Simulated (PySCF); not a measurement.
**Mn (manganese, neutral) across methods**

[Ar] 3d5 4s2, high-spin 6S determinant. Computed with PySCF 2.14 in def2-TZVPPD (6s6p4d2f1g, 67 functions), with no relativity, point nucleus.

```json
{"method": "PBE", "E (hartree)": "-1150.724", "mean ε 3d α (eV)": "-8.411", "mean ε 4s α (eV)": "-5.416", "mean ε 4s β (eV)": "-4.426", "Σ⟨r²⟩ (bohr²)": "40.96", "⟨S²⟩": "8.761"}
{"method": "PBE0", "E (hartree)": "-1150.762", "mean ε 3d α (eV)": "-10.726", "mean ε 4s α (eV)": "-6.061", "mean ε 4s β (eV)": "-5.069", "Σ⟨r²⟩ (bohr²)": "41.14", "⟨S²⟩": "8.761"}
{"method": "revPBE", "E (hartree)": "-1150.863", "mean ε 3d α (eV)": "-8.392", "mean ε 4s α (eV)": "-5.367", "mean ε 4s β (eV)": "-4.371", "Σ⟨r²⟩ (bohr²)": "41.12", "⟨S²⟩": "8.763"}
{"method": "LDA", "E (hartree)": "-1148.603", "mean ε 3d α (eV)": "-8.600", "mean ε 4s α (eV)": "-5.604", "mean ε 4s β (eV)": "-4.595", "Σ⟨r²⟩ (bohr²)": "40.55", "⟨S²⟩": "8.761"}
{"method": "r2SCAN", "E (hartree)": "-1150.947", "mean ε 3d α (eV)": "-8.996", "mean ε 4s α (eV)": "-5.675", "mean ε 4s β (eV)": "-4.508", "Σ⟨r²⟩ (bohr²)": "41.45", "⟨S²⟩": "8.782"}
{"method": "TPSSh", "E (hartree)": "-1150.982", "mean ε 3d α (eV)": "-9.355", "mean ε 4s α (eV)": "-5.723", "mean ε 4s β (eV)": "-4.638", "Σ⟨r²⟩ (bohr²)": "41.13", "⟨S²⟩": "8.763"}
{"method": "UHF", "E (hartree)": "-1149.84684", "mean ε 3d α (eV)": "-17.433", "mean ε 4s α (eV)": "-7.436", "mean ε 4s β (eV)": "-6.152", "Σ⟨r²⟩ (bohr²)": "43.18", "⟨S²⟩": "8.770"}
{"method": "r2SCAN0", "E (hartree)": "-1150.936", "mean ε 3d α (eV)": "-11.191", "mean ε 4s α (eV)": "-6.260", "mean ε 4s β (eV)": "-5.126", "Σ⟨r²⟩ (bohr²)": "41.49", "⟨S²⟩": "8.776"}
{"method": "M06-2X", "E (hartree)": "-1150.959", "mean ε 3d α (eV)": "-13.044", "mean ε 4s α (eV)": "-6.096", "mean ε 4s β (eV)": "-6.013", "Σ⟨r²⟩ (bohr²)": "41.60", "⟨S²⟩": "8.751"}
```
